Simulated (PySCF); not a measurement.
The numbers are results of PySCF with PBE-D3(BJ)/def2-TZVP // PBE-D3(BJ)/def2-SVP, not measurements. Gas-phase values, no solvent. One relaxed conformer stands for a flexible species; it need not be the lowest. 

Reference species: [Ti(F)3(Cl)] (neutral, multiplicity 1).

```json
{
 "mean_distance_from_the_central_atom_to_its_bonded_neighbours": "1.853 Å",
 "coordination_number": "4"
}
```

Changed species: [Ti(F)3(OH)] (Y = OH; the reference has Y = Cl).

Question: What does the change do to the mean distance from the central atom to its bonded neighbours and coordination number?

Answer: the mean distance from the central atom to its bonded neighbours decreases by 0.094 Å, to 1.759 Å; the coordination number stays essentially unchanged.
